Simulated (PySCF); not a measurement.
## Computed vibrations of [Ce(NO2)]3+

[Ce(NO2)]3+ (singlet). PySCF 2.14.0, RKS PBE0, Ce lcecp-2-SVP with ECP46, O def2-SVP, N def2-SVP; non-relativistic Hamiltonian with scalar-relativistic core potentials where named; density fitting; no spin-orbit coupling. Central differences of gradients.

```xyz
4

Ce    0.0000    0.0000   -0.5300
O     1.0220    0.0000    1.3790
O    -1.0220    0.0000    1.3790
N     0.0000    0.0000    2.1450
```

Run from Python with OMP_NUM_THREADS=2. Where DIIS fails, smearing, a level shift and second-order steps follow.
It took 51 s on 2 threads of AMD EPYC (Zen 3) (shared host).

Question: What are the harmonic wavenumbers and infrared intensities?

Answer: Modes are labelled in C2v; negative numbers are unstable modes, those under 60 cm⁻¹ near the noise; a finer grid moves soft modes by up to 10 cm⁻¹.
| cm⁻¹ | km/mol | symmetry |
| --- | --- | --- |
| -280 | – | b2 |
| 181 | 2.0 | b1 |
| 386 | 14.9 | a1 |
| 887 | 19.1 | a1 |
| 1050 | 150.8 | b2 |
| 1214 | 23.9 | a1 |

Question: Is this a minimum?

Answer: No: 1 unstable; the lowest moves the atoms so:
```
Ce   0.07  0.00  0.00
O   -0.20  0.00 -0.65
O   -0.20  0.00  0.65
N   -0.24  0.00  0.00
```
